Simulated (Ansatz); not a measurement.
`C[SiH](Br)Br` → `CBr` + `[SiH]Br` at 500 K and 1 bar (silylene formation by 1,1-elimination).

Computed with Ansatz on PBE0-D4/def2-TZVP structures; ΔE is electronic, products minus reactants. CBS: MP2 limit from def2 TZ/QZ plus the TZ coupled-cluster correction, frozen cores. For Br outer-core shells are correlated without core-valence functions, which leaves a few kJ/mol of doubt a bond. Scalar relativity is left out up to krypton.

```json
{"species": "`C[SiH](Br)Br`", "CCSD(T)/CBS energy (Eh)": "-5476.28894", "H − E (kJ/mol)": "167.0", "S (J/(mol·K))": "407.2"}
{"species": "`CBr`", "CCSD(T)/CBS energy (Eh)": "-2613.17401", "H − E (kJ/mol)": "118.3", "S (J/(mol·K))": "270.7"}
{"species": "`[SiH]Br`", "CCSD(T)/CBS energy (Eh)": "-2862.97869", "H − E (kJ/mol)": "39.2", "S (J/(mol·K))": "286.1"}
```

H − E and S are ideal-gas, rigid-rotor, harmonic terms from PBE0-D4/def2-TZVP. 1 Eh = 2625.50 kJ/mol, R = 8.31446 J/(mol·K).

Q: By hand: ΔE, ΔH, ΔS and ΔG.

A: ΔE = (-2613.17401) + (-2862.97869) − (-5476.28894) = 0.13624 Eh = 357.7 kJ/mol. Δ(H − E) = 118.3 + 39.2 − 167.0 = -9.5, so ΔH = 348.2 kJ/mol. ΔS = 270.7 + 286.1 − 407.2 = 149.6 J/(mol·K). ΔG = 348.2 − 500 × (149.6)/1000 = 273.4 kJ/mol.

Q: By hand: the equilibrium constant, and the temperature at which ΔG would vanish if ΔH and ΔS stayed fixed.

A: log₁₀ K = −ΔG/(RT ln 10) = -28.6. ΔG = 0 at ΔH/ΔS = 2328 K.

The number of gas molecules changes by +1, which sets the sign of ΔS. A doubt of 5 kJ/mol in ΔE shifts log₁₀ K by 0.5 here. These are equilibria of isolated gas molecules and say nothing of rates. Largest T1 diagnostic: 0.011 (customary marks: 0.02 for closed shells, 0.045 for open ones).
